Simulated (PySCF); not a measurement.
In(H)2(SH) (H₃InS), SMILES [SH][InH2]. Geometry optimised at B3LYP-D3(BJ)/def2-TZVP. The def2 effective core potentials stand for the cores of In; spin–orbit coupling is left out.

These are B3LYP-D3(BJ)/def2-TZVP (PySCF) values and carry that method's errors.

Harmonic wavenumbers (cm⁻¹): 334, 345, 352, 512, 567, 667, 1820, 1836, 2676. Rotational constants (GHz): 76.21, 3.301, 3.164; symmetry number 1.

Work out the zero-point energy and the ideal-gas rigid-rotor harmonic-oscillator thermochemistry at 298.15 K and 1 atm.

ZPE = ½ Σ hcν = ½ × 9109 cm⁻¹ = 54.48 kJ/mol. H − E(el) = 68.68 kJ/mol. Entropy in J/(mol K): translation 171.23, rotation 98.39, vibration 21.25, total 290.88. G − E(el) = -18.05 kJ/mol. Cp = 66.86 J/(mol K).
